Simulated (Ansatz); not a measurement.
A single N atom.

UHF-CCSD on quartet N was run in several spherical basis sets with Ansatz (development build ahead of 0.2.0). Frozen core: 1 orbital.

(1) Rank the basis sets by the total energy that they give, lowest first, with the distance from the lowest.
A. cc-pVDZ
B. 6-31G(d)
C. def2-SVP
D. cc-pVTZ
E. 6-31G

Answers

(1) D (0.00 eV), A (0.94 eV), B (1.11 eV), C (2.49 eV), E (2.55 eV).

Totals follow the description of the cores as much as that of the bonds, so this order isn't one of quality for chemistry.
